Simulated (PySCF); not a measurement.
Job file and geometry (Å, from GFN2-xTB) of an NMR shielding run on SMILES C=CP1CC[C@@H](C)[C@@H](F)C1, C8H14FP, GIAO PBE0/pcSseg-1 NMR shielding, non-relativistic, gas phase in PySCF 2.14.0, density-fitted response routines; density fitting, a coarse starting grid and PySCF grid level 2 are the driver's defaults:

```
$ OMP_NUM_THREADS=1 python probes_run.py task.json out

{"job": {"kind": "nmr", "xc": "PBE0", "basis": "pcSseg-1"}, "charge": 0, "multiplicity": 1}
C      3.863969     0.702582    -0.262506
C      2.889892    -0.191007    -0.325707
P      1.490449    -0.208654     0.848325
C      0.445120    -1.499674     0.009883
C     -0.999766    -1.368430     0.481858
C     -1.647561    -0.062420     0.014110
C     -3.116678    -0.012330     0.429733
C     -0.902249     1.155550     0.572901
F     -0.919893     1.106488     1.956030
C      0.548093     1.234893     0.120953
H      3.862249     1.486988     0.477142
H      4.698624     0.695973    -0.945927
H      2.922578    -0.993989    -1.052645
H      0.504480    -1.390616    -1.078569
H      0.836016    -2.484573     0.279904
H     -1.589530    -2.207418     0.102596
H     -1.029936    -1.404580     1.573624
H     -1.583529    -0.001941    -1.078765
H     -3.592055     0.890907     0.052800
H     -3.651507    -0.873753     0.037185
H     -3.196776    -0.017953     1.514107
H     -1.442311     2.076417     0.306151
H      0.600483     1.227165    -0.970152
H      0.998103     2.160137     0.487349
```

Q: What does the program print?

A: 
```
coarse grid: 20080 points
cycle   1  E = -753.6384924998  dE =  1.148e+00  |g| = 6.097e-01  |ddm| = 4.419e+00
cycle   2  E = -753.6119385707  dE =  2.655e-02  |g| = 7.567e-01  |ddm| = 1.077e+00
cycle   3  E = -753.7187056130  dE = -1.068e-01  |g| = 8.182e-02  |ddm| = 6.099e-01
cycle   4  E = -753.7196582557  dE = -9.526e-04  |g| = 3.441e-02  |ddm| = 7.963e-02
cycle   5  E = -753.7198921029  dE = -2.338e-04  |g| = 6.597e-03  |ddm| = 3.619e-02
cycle   6  E = -753.7199015965  dE = -9.494e-06  |g| = 2.473e-03  |ddm| = 1.046e-02
final grid: 188408 points
cycle   7  E = -753.7895772661  dE = -8.105e-05  |g| = 1.239e-02  |ddm| = 5.208e-02
cycle   8  E = -753.7895516497  dE =  2.562e-05  |g| = 1.644e-02  |ddm| = 2.621e-02
cycle   9  E = -753.7896154216  dE = -6.377e-05  |g| = 1.762e-03  |ddm| = 1.546e-02
cycle  10  E = -753.7896160313  dE = -6.097e-07  |g| = 3.774e-04  |ddm| = 1.878e-03
cycle  11  E = -753.7896160571  dE = -2.571e-08  |g| = 1.498e-04  |ddm| = 4.310e-04
cycle  12  E = -753.7896160621  dE = -5.066e-09  |g| = 5.811e-05  |ddm| = 1.839e-04
cycle  13  E = -753.7896160629  dE = -8.195e-10  |g| = 9.761e-06  |ddm| = 5.640e-05
converged SCF energy = -753.7896160629

GIAO shielding tensors (ppm)
atom      isotropic    diamagn.    paramagn.     s11        s22        s33       span
  0 C       53.463     251.990    -198.527    -68.811     63.008    166.192    235.004
  1 C       32.976     262.940    -229.964    -87.540     38.252    148.216    235.756
  2 P      393.320     966.601    -573.281    338.886    396.092    444.983    106.097
  3 C      155.357     252.535     -97.178    143.414    158.566    164.091     20.677
  4 C      157.632     248.360     -90.728    142.867    156.638    173.391     30.524
  5 C      145.189     247.974    -102.785    137.478    141.457    156.632     19.154
  6 C      165.540     244.793     -79.253    142.678    164.116    189.825     47.147
  7 C       92.681     246.183    -153.502     63.034     81.009    134.001     70.968
  8 F      387.984     476.890     -88.906    359.304    388.561    416.087     56.783
  9 C      143.814     252.673    -108.859    120.048    145.289    166.107     46.059
 10 H       25.954      31.039      -5.085     21.519     24.557     31.786     10.267
 11 H       25.605      27.285      -1.680     21.999     24.828     29.987      7.988
 12 H       24.970      31.982      -7.012     21.258     23.678     29.975      8.717
 13 H       30.211      33.439      -3.228     26.180     29.361     35.091      8.912
 14 H       29.665      31.156      -1.491     24.769     27.776     36.449     11.679
 15 H       30.042      31.618      -1.576     23.685     29.739     36.701     13.016
 16 H       29.815      31.802      -1.987     27.300     28.604     33.541      6.241
 17 H       30.539      33.517      -2.978     25.953     30.969     34.693      8.739
 18 H       30.726      28.556       2.171     26.168     27.792     38.219     12.052
 19 H       30.825      28.459       2.366     25.980     28.812     37.684     11.704
 20 H       30.338      28.990       1.349     25.915     29.511     35.588      9.672
 21 H       26.801      32.165      -5.364     24.378     25.519     30.506      6.128
 22 H       30.165      33.531      -3.365     26.861     29.178     34.458      7.597
 23 H       29.234      32.487      -3.253     25.085     28.002     34.614      9.530
```

Size and cost of the density-fitted run: 247 basis functions, of the order of 3 core-minutes.
